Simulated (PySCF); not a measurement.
# Exercise with solution: entropy of an ideal gas

C4H4F2, SMILES F[C@@H]1C=C[C@H]1F.

Coordinates come from a PBE-D3(BJ)/def2-SVP optimisation.

PBE-D3(BJ)/def2-SVP in PySCF gives the harmonic wavenumbers 179, 294, 320, 420, 596, 661, 828, 923, 962, 962, 987, 1040, 1077, 1125, 1156, 1177, 1272, 1311, 1335, 1592, 2989, 2993, 3131, 3160 cm⁻¹ and the rotational temperatures 0.2679, 0.1602, 0.1105 K. The molar mass is 90.07 g/mol, the symmetry number 2, the spin multiplicity 1.

Q: Work out the entropy at 298.15 K and 1 atm in the rigid-rotor, harmonic-oscillator model.

A: 
Translation (Sackur–Tetrode at 1 atm): S = R[1.5 ln M + 2.5 ln T − 1.16487] = 164.9 J/(mol K).
Rotation: q = (√π/σ) T^1.5/√(θA θB θC) = 66300, S = R[ln q + 3/2] = 104.8 J/(mol K).
Vibration: with u = 1.4388 ν/T, each mode gives R[u/(e^u − 1) − ln(1 − e^−u)]:
| ν (cm⁻¹) | modes | u | S (J/(mol K)) |
|---|---|---|---|
| 179 | 1 | 0.86 | 9.79 |
| 294 | 1 | 1.42 | 6.07 |
| 320 | 1 | 1.54 | 5.48 |
| 420 | 1 | 2.03 | 3.73 |
| 596 | 1 | 2.88 | 1.91 |
| 661 | 1 | 3.19 | 1.49 |
| 828 | 1 | 4.00 | 0.78 |
| 923 | 1 | 4.45 | 0.53 |
| 962 | 2 | 4.64 | 0.91 |
| 987 | 1 | 4.76 | 0.41 |
| 1040 | 1 | 5.02 | 0.33 |
| 1077 | 1 | 5.20 | 0.29 |
| 1125 | 1 | 5.43 | 0.24 |
| 1156 | 1 | 5.58 | 0.21 |
| 1177 | 1 | 5.68 | 0.19 |
| 1272 | 1 | 6.14 | 0.13 |
| 1311 | 1 | 6.33 | 0.11 |
| 1335 | 1 | 6.44 | 0.10 |
| 1592 | 1 | 7.68 | 0.03 |
The stiffer modes add less than 0.005 each. Sum 32.7 J/(mol K).
Spin: R ln 1 = 0.0 J/(mol K).
Total 302.4 J/(mol K); the program's own thermochemistry gives 302.4. Translation makes up 55 % and vibration 11 %. Anharmonicity, hindered rotation and orbital degeneracy are left out.
